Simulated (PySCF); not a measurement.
## [W(=O)2(NH2)2] (charge 0, multiplicity 1)

All values below come from TPSSh-D3(BJ)/def2-TZVP // BP86-D3(BJ)/def2-SVP in PySCF.

The HOMO comes out as -7.03 eV and the dipole moment comes out as 4.62 D. The HOMO–LUMO gap is 5.17 eV and the LUMO is -1.86 eV. The charge on the central atom (Mulliken) is 1.43 e, the total energy is -329.7602 Ha and the cost is around 4 core-minutes (rough).

```xyz
9

W     -0.0106     0.0677    -0.0222
O     -0.2671    -1.3777    -0.9486
O     -0.1291    -0.1568     1.6950
N     -1.3860     1.3651    -0.5479
H     -1.7763     2.0801     0.0751
H     -1.8587     1.3751    -1.4578
N      1.8012     0.7114    -0.4147
H      2.3894     1.2271     0.2485
H      2.3115     0.5173    -1.2827
```
Charge 0, spin multiplicity 1.
